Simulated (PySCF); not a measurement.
# MN15 on F²⁺ (fluorine, charge +2)

Configuration: [He] 2s2 2p3, high-spin 4S determinant. Computed with PySCF 2.14 in pcseg-2, with the non-relativistic Hamiltonian (point nucleus).

```json
{
  "Total energy": "-97.7461 hartree",
  "One-electron energy": "-126.1734 hartree",
  "Hartree (Coulomb) energy": "37.7549 hartree",
  "Exchange-correlation energy": "-9.3276 hartree",
  "Kinetic energy": "97.48619 hartree",
  "⟨S²⟩": "3.7502",
  "⟨L²⟩": "0.000",
  "Sum of ⟨r⟩": "4.843 bohr",
  "Sum of ⟨r²⟩": "5.041 bohr²",
  "Density at the nucleus (Gaussians lack the cusp)": "436 bohr⁻³",
  "Spin density at the nucleus": "0.117 bohr⁻³",
  "Langevin diamagnetic susceptibility": "-3.99 ×10⁻⁶ cm³/mol",
  "Time after the integrals": "0.17 s of wall time on 1 thread of Intel(R) Xeon(R) Platinum 8559C (shared host)"
}
```

```json
{"shell": "1s α", "electrons": "1", "mean orbital energy (eV)": "-710.67", "rms radius, mean of both spins (bohr)": "0.206"}
{"shell": "1s β", "electrons": "1", "mean orbital energy (eV)": "-708.29", "rms radius, mean of both spins (bohr)": "0.206"}
{"shell": "2s α", "electrons": "1", "mean orbital energy (eV)": "-73.705", "rms radius, mean of both spins (bohr)": "1.01"}
{"shell": "2s β", "electrons": "1", "mean orbital energy (eV)": "-66.829", "rms radius, mean of both spins (bohr)": "1.01"}
{"shell": "2p α", "electrons": "3", "mean orbital energy (eV)": "-55.442", "rms radius, mean of both spins (bohr)": "0.983"}
```
